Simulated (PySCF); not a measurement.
Gas-phase reaction: 2 (H2SiO)3 + 3 H2O2 → 3 SiH2 + 3 Si(OH)4, at 2000 K and a standard pressure of 1 bar. Level: ωB97X-V/def2-TZVP†.

Method: PySCF energies plus ideal-gas RRHO corrections (1 bar). S°(298 K) at PBE0/def2-TZVP differs from the NASA 1993 table for H2O2 (-8 J/mol/K); whether the harmonic model or the table's entry is off was not settled. † marks an energy on the PBE0/def2-TZVP geometry and frequencies. All species are closed-shell singlets. No R ln 2 is added for the mirror-image form of H2O2. (H2SiO)3: computed as isolated molecules; such fragments, hydroxides, amides, oligomers or adducts are transient or little studied in the gas. The harmonic model lacks anharmonicity and excited electronic states, which grow with temperature; levels with a mode under 35 cm⁻¹ are left out. Internal rotation in H2O2, Si(OH)4 is treated as a harmonic vibration of one conformer, which makes the entropy rough. Soft modes under 120 cm⁻¹ make the harmonic entropy rough for (H2SiO)3.

```json
[
 {"species": "(H2SiO)3", "E (Ha)": "-1097.97075", "H(2000 K) − E (kJ/mol)": "596.1", "S°(2000 K) (J/mol/K)": "751.2"},
 {"species": "H2O2", "E (Ha)": "-151.56117", "H(2000 K) − E (kJ/mol)": "188.5", "S°(2000 K) (J/mol/K)": "336.8"},
 {"species": "SiH2", "E (Ha)": "-290.56478", "H(2000 K) − E (kJ/mol)": "122.9", "S°(2000 K) (J/mol/K)": "293.2"},
 {"species": "Si(OH)4", "E (Ha)": "-593.01647", "H(2000 K) − E (kJ/mol)": "460.2", "S°(2000 K) (J/mol/K)": "629.0"}
]
```
E: electronic energy; H − E holds the zero-point and thermal terms. 1 Ha = 2625.5 kJ/mol.

Task: Work out ΔH°, ΔS°, ΔG° and log10 K from these numbers.

Result: 1. ΔE = 3×(-290.56478) + 3×(-593.01647) − 2×(-1097.97075) − 3×(-151.56117) = -0.11874 Ha = -311.8 kJ.
2. Δ(H − E) = 3×(122.9) + 3×(460.2) − 2×(596.1) − 3×(188.5) = -8.4 kJ, so ΔH° = -320.2 kJ.
3. ΔS° = 3×(293.2) + 3×(629.0) − 2×(751.2) − 3×(336.8) = 253.8 J/K; the number of gas molecules changes by +1.
4. ΔG° = ΔH° − TΔS° = -320.2 − 2000×(253.8)/1000 = -827.8 kJ.
5. log10 K = −ΔG°/(RT ln 10) = 21.62, with RT ln 10 = 38.29 kJ/mol; at standard pressures the products are favoured.
6. A shift of 10 kJ in ΔE would move log10 K by 0.26 here.
For scale, ΔH°(298 K) is -317 kJ at this level, -391 kJ at ωB97M-V/def2-TZVP†, and runs from -442 to 189 kJ over the 18 levels computed.
